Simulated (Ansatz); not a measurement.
System: C$_{2}$H$_{10}$OSi$_{2}$, charge 0, multiplicity 1. 
Geometry from a B3LYP-D3(BJ)/def2-TZVP (Ansatz, a program for electronic structure) optimisation:
SMILES: COC[SiH2][SiH3]
```xyz
15

C     -2.8552    -0.5283     0.1947
O     -1.5280    -0.2602    -0.2076
C     -0.9465     0.8367     0.4815
Si     0.8227     1.0522    -0.1695
Si     1.9148    -1.0201    -0.1185
H     -2.9038    -0.7720     1.2635
H     -3.5093     0.3312     0.0019
H     -3.2047    -1.3820    -0.3842
H     -1.5372     1.7516     0.3285
H     -0.9260     0.6484     1.5653
H      1.5174     2.0355     0.7019
H      0.7945     1.5964    -1.5497
H      1.7391    -1.6422     1.2180
H      3.3692    -0.8486    -0.3627
H      1.3703    -1.9357    -1.1476
```

Total electronic energies in hartree. Valence correlation only, unless marked. Spin-orbit coupling is left out. Non-relativistic. CBS(X,Y): correlation extrapolated as X^-3; Hartree-Fock from the larger set. The bracket is a focal-point correction in the basis named.

```json
[
 {"level": "HF/cc-pVTZ", "program": "Ansatz", "energy (Eh)": "-734.34000"},
 {"level": "HF/aug-cc-pV(Q+d)Z", "program": "Ansatz", "energy (Eh)": "-734.36378"},
 {"level": "BLYP/def2-TZVPD", "program": "Ansatz", "energy (Eh)": "-736.40849"},
 {"level": "PBE0/def2-TZVP", "program": "Ansatz", "energy (Eh)": "-736.05640"},
 {"level": "BHLYP-D3(BJ)/def2-TZVPD", "program": "Ansatz + dftd3", "energy (Eh)": "-736.41218"},
 {"level": "CAM-B3LYP/def2-TZVPD", "program": "Ansatz", "energy (Eh)": "-736.42493"},
 {"level": "LC-wPBE-D4/def2-TZVPD", "program": "Ansatz + dftd4", "energy (Eh)": "-736.22841"},
 {"level": "LC-wPBE/def2-TZVPD", "program": "Ansatz", "energy (Eh)": "-736.21562"},
 {"level": "wB97X/def2-TZVPD", "program": "Ansatz", "energy (Eh)": "-736.44021"},
 {"level": "MP2/6-31G*", "program": "Ansatz", "energy (Eh)": "-734.81370"},
 {"level": "MP2/cc-pV(Q+d)Z", "program": "Ansatz", "energy (Eh)": "-735.26562"},
 {"level": "SCS-MP2/aug-cc-pV(D+d)Z", "program": "Ansatz", "energy (Eh)": "-735.00774"},
 {"level": "SCS-MP2/aug-cc-pV(T+d)Z", "program": "Ansatz", "energy (Eh)": "-735.22585"},
 {"level": "SCS-MP2/cc-pV(T+d)Z", "program": "Ansatz", "energy (Eh)": "-735.20578"},
 {"level": "CCSD/cc-pwCVTZ", "program": "Ansatz", "energy (Eh)": "-735.26801"},
 {"level": "CCSD(T)/cc-pV(D+d)Z", "program": "Ansatz", "energy (Eh)": "-735.04933"},
 {"level": "CCSD(T)/cc-pVTZ", "program": "Ansatz", "energy (Eh)": "-735.28544"},
 {"level": "CCSD(T)/cc-pwCVTZ", "program": "Ansatz", "energy (Eh)": "-735.30262"},
 {"level": "CCSD(T)/cc-pV(Q+d)Z", "program": "Ansatz", "energy (Eh)": "-735.36146"},
 {"level": "CCSD(T) with core electrons (1s frozen past Ne)/cc-pwCVTZ", "program": "Ansatz", "energy (Eh)": "-735.97021"},
 {"level": "RI-MP2/CBS(aug-cc-pV(T+d)Z,aug-cc-pV(Q+d)Z)+[CCSD(T)-MP2]/aug-cc-pV(D+d)Z", "program": "Ansatz", "energy (Eh)": "-735.4137"},
 {"level": "RI-MP2/CBS(cc-pV(T+d)Z,cc-pV(Q+d)Z)+[CCSD(T)-MP2]/cc-pV(D+d)Z", "program": "Ansatz", "energy (Eh)": "-735.4083"},
 {"level": "CCSD(T)/CBS(cc-pV(T+d)Z,cc-pV(Q+d)Z)", "program": "Ansatz", "energy (Eh)": "-735.4003"}
]
```

Totals of different functionals don't rank their quality; only differences between species are comparable.
